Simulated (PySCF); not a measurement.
# Pr²⁺: ionisation energy

Pr²⁺ [Xe] 4f3 (high-spin determinant) → Pr³⁺ [Xe] 4f2 (high-spin determinant), as a difference of total energies. Calculation: PySCF 2.14, in x2c-TZVPPall (11s7p7d4f2g, 113 functions); scalar relativity by spin-free X2C-1e. Correlated levels: valence: [Kr] 4d10 frozen. The calculations carry no spin-orbit coupling.

| method | ionisation energy (eV) | plus first-order spin-orbit estimate | error of that sum (eV) |
| --- | --- | --- | --- |
| UHF | 19.410 | 19.425 | -2.199 |
| MP2 (valence) | 20.727 | 20.741 | -0.883 |
| SCS-MP2 (valence) | 20.366 | 20.381 | -1.243 |
| CCSD (valence) | 20.720 | 20.735 | -0.889 |
| CCSD(T) (valence) | 20.839 | 20.853 | -0.771 |

Reference: 21.624 eV (measured; NIST Atomic Spectra Database, ionization energies).

A first-order spin-orbit estimate (lowest level to lowest level, LS coupling) adds 0.015 eV.

Errors of the correlated levels include the incompleteness of this basis and the frozen core.

The determinant of Pr²⁺ and of Pr³⁺ mixes LS terms, which raises its energy above the lowest term, most at the Hartree-Fock and MP2 levels.
